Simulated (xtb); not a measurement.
Job for xtb: GFN-FF on O2Si (SMILES O=[Si]=O).

```
$ xtb mol.xyz --gfnff --sp --chrg 0 --uhf 0
3

O     -0.00000000    -0.00000000    -1.51006826
Si     0.00000000     0.00000000     0.00000000
O     -0.00000000    -0.00000000     1.51006826
```

Problem. Give the final energy of this run.

Solution. -0.3846 hartree.
